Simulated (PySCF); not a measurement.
B2O2, triplet (typed; the unrestricted solution is spin-contaminated), geometry from GFN2-xTB (a higher spin typed on purpose: for a closed-shell molecule this is an excited state), atoms displaced at random by about 0.03 Å a coordinate; HF/6-31G, gradient by finite differences (PySCF).

PySCF was given this input:
```python
from pyscf import gto, scf

mol = gto.M(
    atom='''
O    -1.828650   -0.056965   -0.413499
B    -0.829759    0.060184    0.252692
B     0.804581   -0.014434   -0.269789
O     1.831545   -0.030188    0.404220
''',
    basis='6-31g',
    charge=0,
    spin=2,
    verbose=4,
)

mf = scf.UHF(mol)
mf.conv_tol = 1e-11
mf.kernel()
scan, done = mf.as_scanner(), []
scan.scf_summary = {}
def energy(d):
    c = mol.atom_coords()
    c[3, 2] += d
    e = scan(mol.set_geom_(c, unit='Bohr', inplace=False))
    done.append(scan.converged)
    return e
h = 0.2
fd = (energy(h) - energy(-h)) / (2 * h)
print('dE/dx =', fd)
```

The log (banner, timings and long lists left out):

```
PySCF version 2.14.0

[INPUT] verbose = 4
[INPUT] num. atoms = 4
[INPUT] num. electrons = 26
[INPUT] charge = 0
[INPUT] spin (= nelec alpha-beta = 2S) = 2
[INPUT] symmetry False subgroup None
[INPUT] Mole.unit = angstrom
[INPUT] Symbol           X                Y                Z      unit          X                Y                Z       unit  Magmom
[...]
nuclear repulsion = 67.4710062331422
number of shells = 20
number of NR pGTOs = 88
number of NR cGTOs = 36
basis = 6-31g
ecp = {}

******** <class 'pyscf.scf.uhf.UHF'> ********
method = UHF
initial guess = minao
damping factor = 0
level_shift factor = 0
DIIS = <class 'pyscf.scf.diis.CDIIS'>
diis_start_cycle = 1
diis_space = 8
diis_damp = 0
SCF conv_tol = 1e-11
SCF conv_tol_grad = None
SCF max_cycles = 50
direct_scf = True
direct_scf_tol = 1e-13
number electrons alpha = 14  beta = 12
Set gradient conv threshold to 3.16228e-06
init E= -199.412136445793

cycle= 1 E= -198.657657224873  delta_E= 0.754  |g|= 0.588  |ddm|= 1.65
cycle= 2 E= -198.720786522523  delta_E= -0.0631  |g|= 0.603  |ddm|= 1.07
cycle= 3 E= -198.871553875435  delta_E= -0.151  |g|= 0.0685  |ddm|= 0.429
cycle= 4 E= -198.882477307603  delta_E= -0.0109  |g|= 0.0398  |ddm|= 0.176
cycle= 5 E= -198.888222494136  delta_E= -0.00575  |g|= 0.0297  |ddm|= 0.118
cycle= 6 E= -198.891778150389  delta_E= -0.00356  |g|= 0.0289  |ddm|= 0.0877
cycle= 7 E= -198.894610806258  delta_E= -0.00283  |g|= 0.0255  |ddm|= 0.0747
cycle= 8 E= -198.896502487155  delta_E= -0.00189  |g|= 0.0276  |ddm|= 0.0509
cycle= 9 E= -198.893277319844  delta_E= 0.00323  |g|= 0.0177  |ddm|= 0.147
cycle= 10 E= -198.894292517391  delta_E= -0.00102  |g|= 0.0101  |ddm|= 0.099
cycle= 11 E= -198.894847866927  delta_E= -0.000555  |g|= 0.0049  |ddm|= 0.0907
cycle= 12 E= -198.894894915326  delta_E= -4.7e-05  |g|= 0.00296  |ddm|= 0.0167
cycle= 13 E= -198.894932769919  delta_E= -3.79e-05  |g|= 0.0014  |ddm|= 0.0198
cycle= 14 E= -198.894938651103  delta_E= -5.88e-06  |g|= 0.000795  |ddm|= 0.00463
cycle= 15 E= -198.894940692326  delta_E= -2.04e-06  |g|= 0.000347  |ddm|= 0.00295
cycle= 16 E= -198.894941082745  delta_E= -3.9e-07  |g|= 0.000173  |ddm|= 0.00184
cycle= 17 E= -198.89494114098  delta_E= -5.82e-08  |g|= 0.000116  |ddm|= 0.000557
cycle= 18 E= -198.894941197688  delta_E= -5.67e-08  |g|= 0.000102  |ddm|= 0.000433
cycle= 19 E= -198.894941216455  delta_E= -1.88e-08  |g|= 6.95e-05  |ddm|= 0.000397
cycle= 20 E= -198.894941240111  delta_E= -2.37e-08  |g|= 5.23e-05  |ddm|= 0.000363
cycle= 21 E= -198.894941254442  delta_E= -1.43e-08  |g|= 3.15e-05  |ddm|= 0.000369
cycle= 22 E= -198.894941261469  delta_E= -7.03e-09  |g|= 2.53e-05  |ddm|= 0.000162
cycle= 23 E= -198.894941266764  delta_E= -5.29e-09  |g|= 1.96e-05  |ddm|= 0.000166
cycle= 24 E= -198.894941271005  delta_E= -4.24e-09  |g|= 1.48e-05  |ddm|= 0.000158
cycle= 25 E= -198.894941274267  delta_E= -3.26e-09  |g|= 1.14e-05  |ddm|= 0.000154
cycle= 26 E= -198.894941276054  delta_E= -1.79e-09  |g|= 8.87e-06  |ddm|= 0.000108
cycle= 27 E= -198.894941277361  delta_E= -1.31e-09  |g|= 6.65e-06  |ddm|= 0.000113
cycle= 28 E= -198.894941278121  delta_E= -7.6e-10  |g|= 3.21e-06  |ddm|= 0.000114
cycle= 29 E= -198.894941278238  delta_E= -1.17e-10  |g|= 1.45e-06  |ddm|= 4.72e-05
cycle= 30 E= -198.894941278246  delta_E= -7.96e-12  |g|= 1.07e-06  |ddm|= 7.41e-06
Extra cycle  E= -198.894941278249  delta_E= -3.18e-12  |g|= 9.86e-07  |ddm|= 1.94e-06
converged SCF energy = -198.894941278249  <S^2> = 2.1045918  2S+1 = 3.0689358
Create scanner for <class 'pyscf.scf.uhf.UHF'>

WARN: Mole.unit (angstrom) is changed to Bohr

New geometry
   1 O     -1.828650000000  -0.056965000000  -0.413499000000 AA   -3.455647677686  -0.107648248686  -0.781399862782 Bohr
   2 B     -0.829759000000   0.060184000000   0.252692000000 AA   -1.568017259393   0.113731277081   0.477518673869 Bohr
   3 B      0.804581000000  -0.014434000000  -0.269789000000 AA    1.520437735029  -0.027276306882  -0.509827321420 Bohr
[...]
cycle= 27 E= -198.894043398289  delta_E= -7.39e-12  |g|= 6.38e-06  |ddm|= 3.54e-06
cycle= 28 E= -198.894043398235  delta_E= 5.46e-11  |g|= 5.77e-06  |ddm|= 1.56e-05
cycle= 29 E= -198.894043398064  delta_E= 1.7e-10  |g|= 2.63e-06  |ddm|= 5.87e-05
cycle= 30 E= -198.894043398089  delta_E= -2.5e-11  |g|= 1.26e-06  |ddm|= 1.3e-05
cycle= 31 E= -198.894043398093  delta_E= -3.81e-12  |g|= 8.86e-07  |ddm|= 3.71e-06
Extra cycle  E= -198.894043398096  delta_E= -2.44e-12  |g|= 7.68e-07  |ddm|= 1.54e-06
converged SCF energy = -198.894043398096  <S^2> = 2.109856  2S+1 = 3.0723646

WARN: Mole.unit (angstrom) is changed to Bohr

New geometry
   1 O     -1.828650000000  -0.056965000000  -0.413499000000 AA   -3.455647677686  -0.107648248686  -0.781399862782 Bohr
   2 B     -0.829759000000   0.060184000000   0.252692000000 AA   -1.568017259393   0.113731277081   0.477518673869 Bohr
   3 B      0.804581000000  -0.014434000000  -0.269789000000 AA    1.520437735029  -0.027276306882  -0.509827321420 Bohr
   4 O      1.831545000000  -0.030188000000   0.298384557816 AA    3.461118434817  -0.057047052248   0.563865094072 Bohr

******** <class 'pyscf.scf.hf.UHF_Scanner'> ********
method = UHF_Scanner
initial guess = minao
damping factor = 0
level_shift factor = 0
DIIS = <class 'pyscf.scf.diis.CDIIS'>
diis_start_cycle = 1
diis_space = 8
diis_damp = 0
SCF conv_tol = 1e-11
SCF conv_tol_grad = None
SCF max_cycles = 50
direct_scf = True
direct_scf_tol = 1e-13
number electrons alpha = 14  beta = 12
Set gradient conv threshold to 3.16228e-06
init E= -198.996226765386
cycle= 1 E= -198.887157723915  delta_E= 0.109  |g|= 0.0521  |ddm|= 0.218
cycle= 2 E= -198.892656032684  delta_E= -0.0055  |g|= 0.0475  |ddm|= 0.102
cycle= 3 E= -198.895771059443  delta_E= -0.00312  |g|= 0.0364  |ddm|= 0.0545
cycle= 4 E= -198.900933956685  delta_E= -0.00516  |g|= 0.0406  |ddm|= 0.0913
cycle= 5 E= -198.895247224844  delta_E= 0.00569  |g|= 0.0372  |ddm|= 0.103
cycle= 6 E= -198.882507884392  delta_E= 0.0127  |g|= 0.0228  |ddm|= 0.448
cycle= 7 E= -198.883191593224  delta_E= -0.000684  |g|= 0.019  |ddm|= 0.0496
cycle= 8 E= -198.884050128333  delta_E= -0.000859  |g|= 0.0114  |ddm|= 0.155
cycle= 9 E= -198.883973223155  delta_E= 7.69e-05  |g|= 0.00654  |ddm|= 0.0287
cycle= 10 E= -198.884020860778  delta_E= -4.76e-05  |g|= 0.00453  |ddm|= 0.0185
cycle= 11 E= -198.883984707074  delta_E= 3.62e-05  |g|= 0.00158  |ddm|= 0.0447
cycle= 12 E= -198.88398738565  delta_E= -2.68e-06  |g|= 0.000779  |ddm|= 0.011
cycle= 13 E= -198.883989392309  delta_E= -2.01e-06  |g|= 0.00044  |ddm|= 0.00383
cycle= 14 E= -198.883990363426  delta_E= -9.71e-07  |g|= 0.000253  |ddm|= 0.00217
cycle= 15 E= -198.88399070864  delta_E= -3.45e-07  |g|= 0.000149  |ddm|= 0.00132
cycle= 16 E= -198.883990849447  delta_E= -1.41e-07  |g|= 0.000102  |ddm|= 0.000849
cycle= 17 E= -198.883990901854  delta_E= -5.24e-08  |g|= 6.39e-05  |ddm|= 0.000711
cycle= 18 E= -198.883990925095  delta_E= -2.32e-08  |g|= 4.64e-05  |ddm|= 0.000312
cycle= 19 E= -198.883990938298  delta_E= -1.32e-08  |g|= 4.06e-05  |ddm|= 0.000208
cycle= 20 E= -198.883990954829  delta_E= -1.65e-08  |g|= 3.21e-05  |ddm|= 0.000299
cycle= 21 E= -198.883990968584  delta_E= -1.38e-08  |g|= 2.57e-05  |ddm|= 0.000309
cycle= 22 E= -198.883990977217  delta_E= -8.63e-09  |g|= 1.61e-05  |ddm|= 0.000274
cycle= 23 E= -198.883990980852  delta_E= -3.64e-09  |g|= 1.13e-05  |ddm|= 0.000186
cycle= 24 E= -198.883990982486  delta_E= -1.63e-09  |g|= 6.74e-06  |ddm|= 0.000136
cycle= 25 E= -198.883990982977  delta_E= -4.92e-10  |g|= 4.05e-06  |ddm|= 7.48e-05
cycle= 26 E= -198.883990983132  delta_E= -1.54e-10  |g|= 2.19e-06  |ddm|= 4.44e-05
cycle= 27 E= -198.883990983152  delta_E= -2.03e-11  |g|= 1.36e-06  |ddm|= 1.39e-05
cycle= 28 E= -198.883990983157  delta_E= -4.66e-12  |g|= 9.35e-07  |ddm|= 3.8e-06
Extra cycle  E= -198.88399098316  delta_E= -2.73e-12  |g|= 8.09e-07  |ddm|= 1.64e-06
converged SCF energy = -198.88399098316  <S^2> = 2.0977921  2S+1 = 3.0645013
dE/dx = -0.025131037340315743
```
